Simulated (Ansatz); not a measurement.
System: sum formula SnH$_{2}$Cl$_{2}$, net charge 0, singlet state. 
Coordinates optimised at B3LYP-D3(BJ)/def2-TZVP (Ansatz, a quantum-chemistry and plane-wave program):
```xyz
5

Cl    -1.8434     0.9288    -0.0368
Sn    -0.0184    -0.5309     0.0341
Cl     1.9031     0.7968    -0.0742
H     -0.0661    -1.4890    -1.3687
H     -0.0304    -1.3027     1.5482
```

Computed values are from Ansatz. Cores are frozen in the correlated levels unless marked. UHF or UKS for open shells. Spin-orbit coupling is left out. The frozen core is the preceding noble-gas configuration, with the filled d and f shells of earlier blocks. In def2 rows, elements after Kr have scalar-relativistic effective core potentials. Basis-set limits of correlation are two-point, X^-3; Hartree-Fock from the larger set.

Question: What is the vertical ionisation energy (to the doublet) at CCSD(T)/CBS(def2-TZVPPD,def2-QZVPPD)?

Answer: 11.68 eV.

Question: What is the atomisation energy De at CCSD(T)/CBS(def2-TZVPPD,def2-QZVPPD)?

Answer: 1230.7 kJ/mol.

Question: What is the dipole moment at CCSD(T)/def2-SVPD?

Answer: 2.74 D.

Question: What is the T1 diagnostic at CCSD/def2-QZVPPD?

Answer: 0.008.

Question: What is the total energy at CCSD(T)/CBS(def2-TZVPPD,def2-QZVPPD)?

Answer: -1134.2871 Eh.
